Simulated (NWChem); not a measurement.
## Correlation energy of As

SMILES: [As]
```xyz
1

As     0.0000     0.0000     0.0000
```
Charge 0, spin multiplicity 4.

The numbers come from NWChem runs, not from measurements.

Basis set: def2-SVP. Each correlation energy counts from its own Hartree-Fock reference.

The Hamiltonian is non-relativistic. The correlated methods keep 9 core orbitals frozen. The stability of the SCF solutions was not checked. Open-shell Hartree-Fock references start from PBE0 orbitals. No row is a measurement; the coupled-cluster row has its own basis-set and correlation limits.

Task: For the correlation energy, UMP2 gives -177.5 mHa and SCS-UMP2 gives -160.8 mHa. What do CCSD on UHF, CCSD[T] on UHF, CCSD(T) on UHF give?

Result: CCSD on UHF: -182.9 mHa; CCSD[T] on UHF: -186.9 mHa; CCSD(T) on UHF: -186.6 mHa.
